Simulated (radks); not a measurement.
Neutral carbon inside a hard spherical wall (all orbitals vanish at R), configuration held at [He] 2s2 2p2 and not refilled when levels cross. All-electron calculation, non-relativistic Kohn-Sham, LDA (Slater exchange, Perdew-Wang correlation), spin-polarised, spherical densities, point nucleus; open shells are filled with parallel spins first. Program: a radial shooting solver on a logarithmic mesh with Libxc functionals. Eigenvalues in eV for spin up, with the zero of energy where the potential of the charges vanishes at infinity; a dash marks a level that is unbound or too diffuse for the functional's potential to be trusted. A positive occupied level is held by the wall or, in an anion where self-interaction has pushed it up, behind a barrier. The pressure on the wall is -dE/dV.

R (bohr)  E (hartree)  kinetic (hartree)    e(1s)    e(2s)   e(2p)  e(3s, empty)  e(3p, empty)  pressure (GPa)
free        -37.46826             37.242  -270.49  -14.447  -6.183        -0.165             -               0
15          -37.46826             37.242  -270.49  -14.447  -6.183        -0.049         0.793        < 0.0001
12          -37.46826             37.242  -270.49  -14.447  -6.183         0.139         1.232        < 0.0001
8           -37.46800             37.244  -270.45  -14.423  -6.156         1.377         3.232          0.0132
7           -37.46720             37.251  -270.37  -14.371  -6.097         2.406         4.615          0.0708
2.5         -36.42655             40.817  -250.62    0.892  10.381        81.577        77.356             695
1.5         -29.99666             55.052  -207.52   67.761  65.819        324.71        267.03           17600
